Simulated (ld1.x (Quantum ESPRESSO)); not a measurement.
**Which change was made? (Li, RRKJ)**

ld1.x (Quantum ESPRESSO) 7.5 input, shortened:

```
&input
   title='Li', zed=3., rel=0, dft='PW91', iswitch=3,
   config='[He] 2s0.5 2p0'
 /
 &inputp
   pseudotype=2, tm=.false., rho0=0.01, lloc=0,
   nlcc=.true., new_core_ps=.true., rcore=2.15
 /
2
2P  2  1   0.00   0.00  4.20  4.20  0.0
2S  1  0   0.50   0.00  2.15  2.15  0.0
 &test
   configts(1)='2s0.5 2p0'
 /
```

Cutoffs, loose and tight: the cutoffs (Ry, on a coarse ladder) from which the occupation-weighted sum of valence levels, in a spherical-Bessel basis at the reference potential, stays within 10 and 1 mRy of its value at 400 Ry. They do not see the model core or the augmentation charge, which bear on the density cutoff. Test errors are all-electron minus pseudo excitation energies from the reference, over the configurations 2s1 2p0; 2s0 2p1; variants that change the core or the reference have their own tests.

The base gives: outcome: generated; cutoff, loose: 6 Ry; cutoff, tight: 6 Ry; bound ghosts: none; largest test error (meV): +9.5.

**Question.** After one change the result is: outcome: failed: chargeps: negative rho. Which change was it?
A. type ultrasoft; waves now 2s (bound): rcut 1.85, rcutus 2.15 bohr; 2s channel at 0.85 Ry: rcut 1.85, rcutus 2.15 bohr; 2p (bound): rcut 3.65, rcutus 4.20 bohr; 2p channel at 4.05 Ry: rcut 3.65, rcutus 4.20 bohr; local potential all-electron potential smoothed inside 2.25 bohr (lloc = -1); augmentation PSQ, inside the norm-conserving radii; rho0 0
B. core correction Bessel-smoothed model core inside 1.86 bohr
C. core none, valence charge 3; reference 1s2 2s0 2p0; waves now 1s (bound): rc 0.50 bohr; 2p (bound): rc 4.20 bohr; local potential the p channel; core correction none

**Answer.** A. The others give: core none, valence charge 3; reference 1s2 2s0 2p0; waves now 1s (bound): rc 0.50 bohr; 2p (bound): rc 4.20 bohr; local potential the p channel; core correction none → outcome: generated; bound ghosts: not determined; largest test error (meV): +623 | core correction Bessel-smoothed model core inside 1.86 bohr → outcome: generated; cutoff, loose: 6 Ry; cutoff, tight: 6 Ry; bound ghosts: none; largest test error (meV): +3.8.
